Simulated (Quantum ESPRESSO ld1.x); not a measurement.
Species: S12+. Configuration: 1s1.5 2s2 2p0.5 (fractional occupations, a model configuration). Method: scalar-relativistic Kohn-Sham, LDA (Slater exchange, Perdew-Zunger correlation), spin-polarised, spherical densities, point nucleus; open shells are filled with parallel spins first; computed with ld1.x of Quantum ESPRESSO 7.5.

Normalised radial functions P(r) = r R(r), r in bohr:

| r | 1s up | 2s up | 2s down |
|---|---|---|---|
| 0.006815 | 0.7819 | 0.2554 | 0.2537 |
| 0.008258 | 0.9247 | 0.3018 | 0.2997 |
| 0.01001 | 1.0881 | 0.3548 | 0.3523 |
| 0.01212 | 1.2729 | 0.4143 | 0.4115 |
| 0.01469 | 1.4784 | 0.4801 | 0.4768 |
| 0.0178 | 1.7024 | 0.5508 | 0.5471 |
| 0.02174 | 1.9500 | 0.6273 | 0.6231 |
| 0.02634 | 2.1928 | 0.6994 | 0.6949 |
| 0.03192 | 2.4281 | 0.7645 | 0.7598 |
| 0.03867 | 2.6390 | 0.8144 | 0.8097 |
| 0.04686 | 2.8044 | 0.8380 | 0.8337 |
| 0.05678 | 2.9002 | 0.8222 | 0.8187 |
| 0.06935 | 2.9002 | 0.7474 | 0.7455 |
| 0.08403 | 2.7846 | 0.6041 | 0.6045 |
| 0.1018 | 2.5478 | 0.3794 | 0.3828 |
| 0.1234 | 2.1995 | 0.0707 | 0.0777 |
| 0.1495 | 1.7702 | -0.3102 | -0.2997 |
| 0.1811 | 1.3092 | -0.7319 | -0.7187 |
| 0.2195 | 0.8745 | -1.1416 | -1.1276 |
| 0.268 | 0.5038 | -1.4814 | -1.4693 |
| 0.3248 | 0.2548 | -1.6525 | -1.6449 |
| 0.3935 | 0.1075 | -1.6262 | -1.6249 |
| 0.4768 | 0.0365 | -1.4068 | -1.4116 |
| 0.5778 | 0.0095 | -1.0560 | -1.0649 |
| 0.7001 | 0.0018 | -0.6740 | -0.6836 |
| 0.8551 | 0.0002 | -0.3449 | -0.3523 |
| 1.036 | 0.0000 | -0.1440 | -0.1482 |
| 1.255 | 0.0000 | -0.0459 | -0.0477 |

1s up: eigenvalue -3038.4 eV, 0 radial nodes, <r> = 0.0954 bohr, 90 % of the charge inside 0.170 bohr. 2s up: eigenvalue -638.10 eV, 1 radial node at r = 0.128 bohr, <r> = 0.407 bohr, 90 % of the charge inside 0.622 bohr. 2s down: eigenvalue -632.04 eV, 1 radial node at r = 0.129 bohr, <r> = 0.409 bohr, 90 % of the charge inside 0.626 bohr.
